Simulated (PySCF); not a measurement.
**Steps of a relaxation of [Eu(SH)4]−**

[Eu(SH)4]− (singlet in the valence; each metal's 4f electrons, 6 of them, lie in its core potential, out of spins and levels; a saddle point, relaxed within its symmetry). PySCF 2.14.0, RKS PBE0, Eu lcecp-1-SVP with ECP52, S def2-SVP, H def2-SVP; non-relativistic Hamiltonian with scalar-relativistic core potentials where named; density fitting; no spin-orbit coupling. Origin of the start: template. Columns: position (Å) and force (eV/Å). Energies are counted from the last step; some of the 11 steps are shown. Forces carry noise of the integration grid, about 0.01 to 0.03 eV/Å.

Run from Python with OMP_NUM_THREADS=2. Where DIIS fails, smearing, a level shift and second-order steps follow.
It took 88 s on 2 threads of Arm Neoverse V1 (shared host), from the converged density of the start.

```xyz
9
step 0  E = 0.187 eV
Eu    0.0000    0.0000    0.0000     0.00    0.00    0.00
S     1.5824    1.5824    1.5824    -0.40    0.13   -0.24
H     2.6921    0.8537    1.7729     0.15   -0.27   -0.06
S    -1.5824   -1.5824    1.5824     0.40   -0.13   -0.24
H    -2.6921   -0.8537    1.7729    -0.15    0.27   -0.06
S     1.5824   -1.5824   -1.5824     0.13    0.40    0.24
H     0.8537   -2.6921   -1.7729    -0.27   -0.15    0.06
S    -1.5824    1.5824   -1.5824    -0.13   -0.40    0.24
H    -0.8537    2.6921   -1.7729     0.27    0.15    0.06
```

```xyz
9
step 3  E = 0.048 eV
Eu    0.0000    0.0000    0.0000     0.00    0.00    0.00
S     1.5515    1.6374    1.4521     0.32   -0.04    0.13
H     2.5769    0.7671    1.6874    -0.30    0.14   -0.10
S    -1.5515   -1.6374    1.4521    -0.32    0.04    0.13
H    -2.5769   -0.7671    1.6874     0.30   -0.14   -0.10
S     1.6374   -1.5515   -1.4521    -0.04   -0.32   -0.13
H     0.7671   -2.5769   -1.6874     0.14    0.30    0.10
S    -1.6374    1.5515   -1.4521     0.04    0.32   -0.13
H    -0.7671    2.5769   -1.6874    -0.14   -0.30    0.10
```

```xyz
9
step 7  E = 0.001 eV
Eu    0.0000    0.0000    0.0000     0.00    0.00    0.00
S     1.5610    1.6919    1.3990    -0.02   -0.01    0.01
H     2.4836    0.7125    1.5544     0.00   -0.01    0.00
S    -1.5610   -1.6919    1.3990     0.02    0.01    0.01
H    -2.4836   -0.7125    1.5544     0.00    0.01    0.00
S     1.6919   -1.5610   -1.3990    -0.01    0.02   -0.01
H     0.7125   -2.4836   -1.5544    -0.01    0.00    0.00
S    -1.6919    1.5610   -1.3990     0.01   -0.02   -0.01
H    -0.7125    2.4836   -1.5544     0.01    0.00    0.00
```

Q: Where does the relaxation end?

A: It converges at step 10 in S4:
```xyz
9
step 10  E = 0
Eu    0.0000    0.0000    0.0000
S     1.5425    1.6823    1.4286
H     2.4695    0.7019    1.5528
S    -1.5425   -1.6823    1.4286
H    -2.4695   -0.7019    1.5528
S     1.6823   -1.5425   -1.4286
H     0.7019   -2.4695   -1.5528
S    -1.6823    1.5425   -1.4286
H    -0.7019    2.4695   -1.5528
```

Q: How did the contacts change?

A: 
```tsv
contact	start (Å)	end (Å)
Eu1–S2 (SH)	2.741	2.693
Eu1–S4 (SH)	2.741	2.693
Eu1–S6 (SH)	2.741	2.693
Eu1–S8 (SH)	2.741	2.693
```


An lcecp potential fixes the number of 4f electrons, so in runs with it no electron can move into or out of that shell.
